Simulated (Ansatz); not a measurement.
System: H2Be, singlet: symmetric bend, bond length relaxed. Scanned: H-Be-H angle. Other coordinates (Be-H bond length) were minimised at B3LYP/def2-TZVP.

- RKS-PBE/aug-cc-pVTZ = restricted PBE/aug-cc-pVTZ run with Ansatz (a first-principles code)
- RKS-B3LYP/aug-cc-pVTZ = restricted B3LYP/aug-cc-pVTZ in Ansatz
- FCI/aug-cc-pVTZ = Ansatz with full CI/aug-cc-pVTZ, frozen core

Energies relative to the lowest point of each profile, in kcal/mol; the last columns give the error against full CI:

```tsv
a / °	RKS-PBE/aug-cc-pVTZ	RKS-B3LYP/aug-cc-pVTZ	FCI/aug-cc-pVTZ	RKS-PBE/aug-cc-pVTZ − FCI/aug-cc-pVTZ	RKS-B3LYP/aug-cc-pVTZ − FCI/aug-cc-pVTZ
180	0.0	0.0	0.0	0.0	0.0
171.97	0.3	0.3	0.3	0.0	0.0
160.71	1.8	1.9	1.8	0.0	0.1
150.09	4.3	4.5	4.3	0.0	0.2
139.46	8.0	8.4	8.1	-0.1	0.3
131.41	11.6	12.1	11.8	-0.2	0.4
121.92	16.8	17.6	17.1	-0.3	0.5
110.46	24.7	25.8	25.3	-0.6	0.6
98.23	35.0	36.8	36.1	-1.1	0.6
91.08	42.2	44.3	43.7	-1.5	0.7
80.83	54.0	56.8	56.2	-2.2	0.6
70.92	67.1	70.7	70.3	-3.2	0.4
60	83.2	87.9	88.0	-4.8	-0.1
```

RKS-PBE/aug-cc-pVTZ is furthest from FCI/aug-cc-pVTZ at 60 (-4.8 kcal/mol, below); its mean absolute error over the points is 1.1 kcal/mol.

RKS-B3LYP/aug-cc-pVTZ is furthest from FCI/aug-cc-pVTZ at 91.08 (0.7 kcal/mol, above); its mean absolute error over the points is 0.3 kcal/mol.
